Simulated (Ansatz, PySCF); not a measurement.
Process, species as SMILES: C#CC [prop-1-yne] → C#CC as triplet, charge 0
Geometries: B3LYP-D3(BJ)/def2-TZVP minima from Ansatz (an electronic-structure program). A spin state is the lowest found, not a proven ground state.

Quantity: adiabatic triplet-singlet gap (0 K, with B3LYP-D3(BJ) harmonic zero-point energies from PySCF), in eV. Valence correlation only, unless marked. UHF or UKS for open shells. Spin-orbit coupling is left out. No relativistic terms. CBS(X,Y): correlation extrapolated as X^-3; Hartree-Fock from the larger set. The bracket is a focal-point correction in the basis named.

```tsv
level	program	adiabatic triplet-singlet gap (eV)
BLYP/def2-TZVPD	Ansatz	[?]
TPSS-D3(BJ)/def2-TZVPD	PySCF + dftd3	3.42
B97M-V/def2-TZVPD	Ansatz	3.57
PBE0-D4/def2-TZVP	Ansatz + dftd4	[?]
TPSSh-D3(BJ)/def2-TZVPD	PySCF + dftd3	3.40
TPSSh/def2-TZVPD	PySCF	3.41
wB97X-V/def2-TZVPD	Ansatz	3.71
B2PLYP-D4/def2-TZVPD	Ansatz + dftd4	[?]
RPA@PBE/cc-pVQZ	Ansatz	[?]
SCS-MP2/cc-pwCVTZ	Ansatz	4.04
RI-MP2/CBS(cc-pVTZ,cc-pVQZ)+[CCSD(T)-MP2]/cc-pVTZ	Ansatz	3.79
```

Task: Fill in the missing entries.

Result: 
- BLYP/def2-TZVPD, adiabatic triplet-singlet gap (eV): 3.61
- PBE0-D4/def2-TZVP, adiabatic triplet-singlet gap (eV): 3.48
- B2PLYP-D4/def2-TZVPD, adiabatic triplet-singlet gap (eV): 3.75
- RPA@PBE/cc-pVQZ, adiabatic triplet-singlet gap (eV): 3.68
